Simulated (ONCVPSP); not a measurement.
## Dy, ONCV: configuration errors across variants

* Element: dysprosium
* Generator: ONCVPSP 4.0.1
* Type: optimised norm-conserving Vanderbilt (ONCV)
* Functional: LDA (Perdew-Wang 92)
* Relativity: scalar-relativistic
* Frozen core: [Kr] 4d10 4f9
* Valence charge: 11
* Reference configuration: 5s2 5p6 5d1 6s0.5 (charge +1.5)
* Partial waves: 5s+6s: rc 1.90 bohr, ncon 4, nbas 8, qcut 7.2 1/bohr, 2 projectors; 5p: rc 2.40 bohr, ncon 4, nbas 9, qcut 7.1 1/bohr, 2 projectors, debl 0.9 Ha; 5d: rc 3.30 bohr, ncon 5, nbas 9, qcut 5.8 1/bohr, 1 projector
* Local potential: polynomial inside 1.65 bohr (lpopt 5, dvloc0 1 Ha)
* Core correction: Teter function, fcfact 3.5, rcfact 1.55

In the p channel the program set the typed energies aside and used -1.427, 0.250 Ha.

All-electron excitation energies from the reference (eV): (1) 5s2 5p6 5d1 6s2 -12.671; (2) 5s2 5p6 5d1 6s1 -5.623; (3) 5s2 5p6 5d1 6s0 7.082; (4) 5s2 5p6 5d1.5 6s1.5 -11.658.

3 further variants failed, have other tests or too few solved ones, and are left out.

Errors AE − PS in meV (a dash: test not solved or not reliable):

```tsv
change	(1)	(2)	(3)	(4)	bound ghosts	GHOST(+) flags above zero
base	+11	+2.9	+1.1	+3.2	none	s
all radii but the core radius scaled by about 0.94 (s 1.80, p 2.26, d 3.12 bohr); local potential polynomial inside 1.56 bohr (lpopt 5, dvloc0 1 Ha)	+12	+3.0	+1.2	+3.3	none	s
all radii but the core radius scaled by about 1.03 (s 1.96, p 2.48, d 3.40 bohr); local potential polynomial inside 1.70 bohr (lpopt 5, dvloc0 1 Ha)	+11	+2.9	+0.9	+3.3	none	s
all radii but the core radius scaled by about 1.07 (s 2.04, p 2.58, d 3.54 bohr); local potential polynomial inside 1.76 bohr (lpopt 5, dvloc0 1 Ha)	+11	+2.8	+0.8	+3.2	none	none
all radii but the core radius scaled by about 1.14 (s 2.16, p 2.74, d 3.76 bohr); local potential polynomial inside 1.88 bohr (lpopt 5, dvloc0 1 Ha)	+9.6	+2.6	+0.4	+3.2	none	none
all radii but the core radius scaled by about 1.21 (s 2.30, p 2.90, d 3.98 bohr); local potential polynomial inside 2.00 bohr (lpopt 5, dvloc0 1 Ha)	+8.0	+2.3	-0.1	+3.0	none	none
all radii but the core radius scaled by about 1.25 (s 2.38, p 3.00, d 4.14 bohr); local potential polynomial inside 2.06 bohr (lpopt 5, dvloc0 1 Ha)	+7.8	+2.3	-0.1	+2.9	none	none
```

(1) Give the same row for: all radii but the core radius scaled by about 0.90 (s 1.72, p 2.16, d 2.98 bohr); local potential polynomial inside 1.48 bohr (lpopt 5, dvloc0 1 Ha).

Answers

(1) +12, +3.0, +1.2, +3.4; bound ghosts: none; GHOST(+) flags above zero: s.
